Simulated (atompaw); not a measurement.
# Before and after: PAW (atompaw) potential for Gd

```json
{"Element": "Gd", "Generator": "atompaw 4.2.0.5", "Type": "PAW", "Functional": "PBE", "Relativity": "scalar-relativistic", "Frozen core": "[Kr] 4d10", "Valence charge": "18", "Reference configuration": "4f7 5s2 5p6 5d1 6s1.75 6p0 (charge +0.25)", "Partial waves": "5s (bound): rc 1.45 bohr; 6s (bound): rc 3.00 bohr; 5p (bound): rc 2.45 bohr; 6p (bound, empty): rc 3.00 bohr; 5d (bound): rc 3.00 bohr; 5d channel at 0.55 Ry: rc 3.00 bohr; 4f (bound): rc 1.40 bohr; 4f channel at 0.4 Ry: rc 1.40 bohr", "Local potential": "troulliermartins scheme with l = 4 at 0.5 Ry, radius 2.85 bohr", "Core correction": "smooth core density matched at 2.55 bohr", "Augmentation charge": "gaussian compensation charge, radius 2.55 bohr; PAW radius 3.00 bohr; waves and projectors: custom rrkj gramschmidtortho"}
```

Change: all radii scaled by about 1.30 (s 1.88, p 3.18, d 3.88, f 1.82 bohr); local potential troulliermartins scheme with l = 4 at 0.5 Ry, radius 3.70 bohr; augmentation gaussian compensation charge, radius 3.30 bohr; PAW radius 3.88 bohr; waves and projectors: custom rrkj gramschmidtortho; core correction smooth core density matched at 3.30 bohr.

Cutoffs: the cutoffs (Ry, on a coarse ladder) from which the occupation-weighted sum of valence levels, in a spherical-Bessel basis at the reference potential, stays within 10 and 1 mRy of its value at 400 Ry; they do not see the model core or the augmentation charge, which bear on the density cutoff.

Q: What does the change do?

A: The potential gets softer (80 Ry and 140 Ry → 40 Ry and 70 Ry); neither file shows a bound ghost. A larger radius leaves more room for a smooth pseudo-wave, so fewer plane waves are needed.

```tsv
quantity	base	changed
cutoff, loose	80 Ry	40 Ry
cutoff, tight	140 Ry	70 Ry
loose cutoff by channel (10 mRy a level)	s 10 Ry, p 12 Ry, d 8 Ry, f 60 Ry	s 12 Ry, p 6 Ry, d 6 Ry, f 35 Ry
bound ghosts	none	none
lowest overlap eigenvalue by channel	s 0.40, p 0.57, d 0.39, f 1.00	s 0.29, p 0.69, d 0.82, f 0.95
```

 The cutoffs see the waves, projectors and local potential, not the compensation charge or the core.
